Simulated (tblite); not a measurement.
Compound: C6H7BN2.
SMILES: `C#CC#C[C@H]1CNBN1`

Level: GFN2-xTB in tblite, geometry and Hessian alike; calculated harmonic values, unscaled, isolated species. The method is semi-empirical: single wavenumbers can be off by several per cent or more. Modes of hydrogen on boron can be 10 to 20 % off.

Harmonic wavenumbers (cm⁻¹): 44.5, 76.1, 116.5, 179.5, 202.9, 317.1, 373.5, 377.5, 392.4, 406.9, 469.3, 493.2, 631.4, 636.9, 673.8, 716.4, 731.7, 754.4, 888.2, 948.3, 1011.2, 1035.4, 1070.6, 1146.6, 1163.2, 1193.5, 1208.6, 1224.3, 1265.2, 1295.2, 1369.5, 1404.2, 1492.9, 2219.1, 2343.5, 2690.2, 2804.0, 2857.4, 2897.9, 3407.3, 3518.4, 3522.5.

A = 5130, B = 732.5, C = 703.9 MHz; mass 118.070 u (most abundant isotopes); point group C1, symmetry number 1.

**Question.** What is the zero-point energy?

**Answer.** Half the sum of the wavenumbers: 25786 cm⁻¹ = 308.47 kJ/mol.

**Question.** Entropy at 350 K, 1 bar (ideal gas, RRHO, classical rotation)?

**Answer.** Translation 171.69, rotation 124.12, vibration 130.21: S = 426.0 J/(mol K).

**Question.** And Cp and H(350 K) − H(0)?

**Answer.** Cp = 171.66 J/(mol K), of which vibrations give 138.41 (their classical limit is 42 R = 349.2); H(350 K) − H(0) = 35.88 kJ/mol without the zero-point energy, 24.24 from vibrations.

**Question.** What must be added to the electronic energy to get the Gibbs energy at 350 K and 1 bar?

**Answer.** ZPE + [H(350 K) − H(0)] − T·S = 308.47 + 35.88 − 149.11 = 195.24 kJ/mol.

**Question.** Blend soft modes into free rotors: weight 1/[1 + (100 cm⁻¹/ν̃)⁴] for the oscillator and the rest for a rotor with moment μB/(μ + B), μ = h/(8π²ν), B = 10⁻⁴⁴ kg m². What vibrational entropy results?

**Answer.** 119.85 J/(mol K) in place of 130.21, which changes −T·S at 350 K by +3.62 kJ/mol.

**Question.** How do the functions run with temperature in this model?

**Answer.** 
```tsv
T (K)	S (J/(mol K))	Cp (J/(mol K))	H − H(0) (kJ/mol)	G − H(0) (kJ/mol)	ln q(vib)
100	285.0	71.5	5.14	-23.36	1.53
200	347.3	113.4	14.38	-55.09	3.79
300	401.0	153.4	27.75	-92.55	6.14
500	495.2	216.6	65.18	-182.43	10.88
800	610.5	273.0	139.45	-348.98	17.58
1000	674.2	297.0	196.58	-477.60	21.66
```

q(vib) and H(0) count from the zero-point level.

Hindered rotation and anharmonicity are outside this model. The structure is chiral; the term R ln 2 for an equal mix with its mirror image is left out.
